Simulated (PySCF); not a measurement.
C3H6GeO, SMILES O=C1[CH2][GeH2][CH2]1.

Geometry optimised at B3LYP-D3(BJ)/def2-SVP. The structure was generated by enumeration, and PubChem lists no compound with its InChIKey, so it may never have been made.

Level of theory: PySCF with TDA-M06-2X/def2-SVPD.

Vertical excitations. The molecule is in vacuum. State labels are in the subgroup Cs.

Computed lowest excited states:
```json
[
 {"state": "S1", "symmetry": "A\"", "energy (eV)": "4.14", "λ (nm)": "300", "f": "0.000", "main pairs": "HOMO→LUMO 74 %, HOMO→LUMO+2 13 %"},
 {"state": "S2", "symmetry": "A\"", "energy (eV)": "6.54", "λ (nm)": "190", "f": "0.000", "main pairs": "HOMO−1→LUMO 82 %"},
 {"state": "S3", "symmetry": "A\"", "energy (eV)": "6.87", "λ (nm)": "180", "f": "0.005", "main pairs": "HOMO→LUMO+3 51 %, HOMO→LUMO+2 36 %, HOMO→LUMO 8 %"},
 {"state": "S4", "symmetry": "A'", "energy (eV)": "6.91", "λ (nm)": "179", "f": "0.021", "main pairs": "HOMO→LUMO+1 73 %, HOMO−2→LUMO 21 %"},
 {"state": "S5", "symmetry": "A\"", "energy (eV)": "7.40", "λ (nm)": "168", "f": "0.027", "main pairs": "HOMO→LUMO+2 42 %, HOMO→LUMO+3 38 %"},
 {"state": "S6", "symmetry": "A'", "energy (eV)": "7.42", "λ (nm)": "167", "f": "0.192", "main pairs": "HOMO−2→LUMO 56 %, HOMO→LUMO+1 21 %"},
 {"state": "S7", "symmetry": "A'", "energy (eV)": "7.74", "λ (nm)": "160", "f": "0.133", "main pairs": "HOMO−1→LUMO+1 93 %"},
 {"state": "S8", "symmetry": "A\"", "energy (eV)": "7.77", "λ (nm)": "160", "f": "0.022", "main pairs": "HOMO−1→LUMO+3 32 %, HOMO→LUMO+4 22 %, HOMO−1→LUMO+2 17 %, HOMO−2→LUMO+1 12 %"},
 {"state": "S9", "symmetry": "A\"", "energy (eV)": "7.89", "λ (nm)": "157", "f": "0.032", "main pairs": "HOMO−2→LUMO+1 33 %, HOMO−1→LUMO+2 28 %, HOMO→LUMO+4 18 %, HOMO−1→LUMO+3 9 %"},
 {"state": "S10", "symmetry": "A\"", "energy (eV)": "8.17", "λ (nm)": "152", "f": "0.013", "main pairs": "HOMO−1→LUMO+3 47 %, HOMO−1→LUMO+2 28 %"},
 {"state": "T1", "symmetry": "A\"", "energy (eV)": "3.72", "λ (nm)": "333", "f": "0", "main pairs": "HOMO→LUMO 72 %, HOMO→LUMO+2 13 %"},
 {"state": "T2", "symmetry": "A'", "energy (eV)": "5.99", "λ (nm)": "207", "f": "0", "main pairs": "HOMO−2→LUMO 48 %, HOMO−4→LUMO 21 %, HOMO−2→LUMO+2 7 %"},
 {"state": "T3", "symmetry": "A'", "energy (eV)": "6.16", "λ (nm)": "201", "f": "0", "main pairs": "HOMO→LUMO+1 55 %, HOMO−1→LUMO+1 27 %"},
 {"state": "T4", "symmetry": "A\"", "energy (eV)": "6.31", "λ (nm)": "197", "f": "0", "main pairs": "HOMO−1→LUMO 82 %"}
]
```
Triplets are in the Tamm–Dancoff approximation.
